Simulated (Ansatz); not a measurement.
```
atom    x (Å)    y (Å)    z (Å)
   C   0.0000  -0.3814  -0.3253
   C   0.0000  -0.3998   1.0642
   O   0.0000   0.8493  -0.7184
   H  -0.8181  -0.8847  -0.6716
   H   0.8181  -0.8847  -0.6716
   H   0.0000  -1.3494   1.4144
   H   0.8185   0.0759   1.4230
   H  -0.8185   0.0759   1.4230
   H   0.0000   0.8594  -1.6030
```

Basis set: def2-TZVP (spherical functions). Frozen core: 3 orbitals. Charge 0, multiplicity 1.

Computed with Ansatz (development build ahead of 0.2.0); each method stands on the lowest determinant of its kind that the runs found. Restricted open shells among the atoms or ions are ROHF, correlated in semicanonical orbitals with singles.

(1) Give the atomization energy at this shape (free ground-state atoms in the same class of orbitals less the molecule, no zero-point energy) of singlet C₂H₆O by RHF-MP2, RHF.

Answers

(1)

```
 method  atomization energy
RHF-MP2       3151.7 kJ/mol
    RHF       2404.7 kJ/mol
```

Caution: no unrestricted run beside it, a lower state can exist; the shape is not the minimum.
